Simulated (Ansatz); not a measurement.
A run for Ansatz (a program for electronic structure): R-PBE0/def2-TZVPP on H4InNO (SMILES [NH2][InH][OH]), a point of a torsion scan. Elements past Kr take the def2 small-core potentials; no spin–orbit coupling.

Ansatz 0.2 input:
```yaml
crystal:
  periodic: [false, false, false]
  atoms:
    - {symbol: N, position_ang: [1.43504665, -0.49532183, 0.06542990]}
    - {symbol: In, position_ang: [-0.03812269, 0.89239151, -0.13668252]}
    - {symbol: O, position_ang: [-0.95944650, 0.69143190, -1.83057990]}
    - {symbol: H, position_ang: [1.96133587, -0.44423066, 0.93169312]}
    - {symbol: H, position_ang: [2.09087892, -0.43440435, -0.70696544]}
    - {symbol: H, position_ang: [-0.63432557, 2.03181693, 0.98650264]}
    - {symbol: H, position_ang: [-1.70216717, 1.25473067, -2.04081329]}
basis:
  gaussian:
    orbitals: def2-TZVPP
hamiltonian:
  xc: {name: PBE0}
scf: {lower_state_search: off}
```

Program output:

```
WARN ansatz: RAYON_NUM_THREADS=1 ignored (pool sized by the plan → 1); use --threads N
Functional definition: PBE0
these checks for a lower state are left out or cut short: stability, starts, cluster_reference, orbital_swaps, neighbouring_geometries, increment
integrals: 0.07 GiB planned
1023 factors; their error is unknown
mean field: 0.66 GiB planned
mean field evaluation 1: about -8760.6039 eV, gradient 8.6e1 eV
mean field evaluation 2: about -8705.1497 eV, gradient 1.7e2 eV
mean field evaluation 4: about -8773.6968 eV, gradient 1.2e1 eV
mean field evaluation 8: about -8773.9494 eV, gradient 1.5e-1 eV
mean field evaluation 16: about -8774.0012 eV, gradient 1.0e-4 eV
mean field -8774.00118784 eV, -322.4385964215 hartree, gradient 1.7e-6 eV, S^2 0.000000; 0 other end points of the search recorded, 0 dependent functions left out
reference -8774.00122837 eV, -322.4385979110 hartree; 20, 20 occupied and 148, 148 virtual orbitals, 1023 factors
Total energy: -8774.00122837 eV, -322.4385979110 hartree
Checks for a lower state left out: stability, starts, cluster_reference, orbital_swaps, neighbouring_geometries, increment
```

Self-consistency was reached.

Cost: very roughly 4 core-seconds.
